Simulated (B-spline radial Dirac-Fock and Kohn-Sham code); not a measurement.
# Au 4f7/2: cross section and angular parameters

System: neutral gold, configuration 1s2 2s2 2p6 3s2 3p6 3d10 4s2 4p6 4d10 4f14 5s2 5p6 5d10 6s1; threshold 83.90 eV (tabulated edge). Calculated with a radial finite-basis atomic code, using Dirac-Hartree-Slater photoionisation with a Latter tail; cross sections with all multipoles, angular parameters from the dipole term and its interference with E2.

Input file task.json (cfg lists n, l and occupation; rrms is the nuclear radius in fm):

```json
{"items": [{
  "Z": 79,
  "q": 0,
  "cfg": [[1, 0, 2], [2, 0, 2], [2, 1, 6], [3, 0, 2], [3, 1, 6], [3, 2, 10], [4, 0, 2], [4, 1, 6], [4, 2, 10], [4, 3, 14], [5, 0, 2], [5, 1, 6], [5, 2, 10], [6, 0, 1]],
  "A": 197,
  "rrms": 5.4371,
  "do": "xps",
  "hv": [60, 76.7, 150, 160.0, 193.0, 292.0, 400, 561.0, 579.0, 693.0, 730.0, 800, 873.0, 1253.6, 1320.0, 1390.0, 1400.0, 1560.0, 2600.0, 2930.0, 2984.4, 3630.0, 5590.0, 6000, 9200.0, 9920.0, 12500.0, 13600.0, 15000],
  "edges": {"K": 80725.0, "L1": 14353.0, "L2": 13734.0, "L3": 11919.0, "M1": 3425.0, "M2": 3148.0, "M3": 2743.0, "M4": 2291.0, "M5": 2206.0, "N1": 762.1, "N2": 642.7, "N3": 546.3, "N4": 353.2, "N5": 335.1, "N6": 87.6, "N7": 83.9, "O1": 107.2, "O2": 74.2}
}]}
```

Launch: `python xray2_run.py task.json out`

```tsv
hν (eV)	σ (kb)	β	γ	δ
150	734	0.935	0.005	0.007
160	954	0.709	0.003	0.008
193	1820	0.342	-0.002	0.011
292	3020	0.308	-0.006	0.016
400	2510	0.481	-0.005	0.022
561	1530	0.686	0.005	0.031
579	1440	0.704	0.006	0.032
693	997	0.800	0.021	0.039
730	888	0.825	0.027	0.041
800	717	0.867	0.040	0.045
873	578	0.903	0.055	0.049
1253.6	215	1.013	0.154	0.070
1320	185	1.023	0.174	0.073
1390	158	1.032	0.195	0.077
1400	155	1.033	0.198	0.077
1560	111	1.046	0.247	0.085
2600	20.6	1.036	0.560	0.134
2930	13.5	1.018	0.647	0.150
2984.4	12.6	1.015	0.661	0.152
3630	6.19	0.975	0.811	0.182
5590	1.18	0.858	1.146	0.269
6000	0.893	0.837	1.200	0.287
9200	0.154	0.707	1.508	0.421
9920	0.112	0.684	1.558	0.450
12500	?	?	?	?
13600	0.0285	0.589	1.744	0.589
15000	0.0185	0.560	1.793	0.638
```

Problem. Give the values at 12500 eV.

Solution. σ = 0.0413 kb, β = 0.614, γ = 1.698, δ = 0.549.
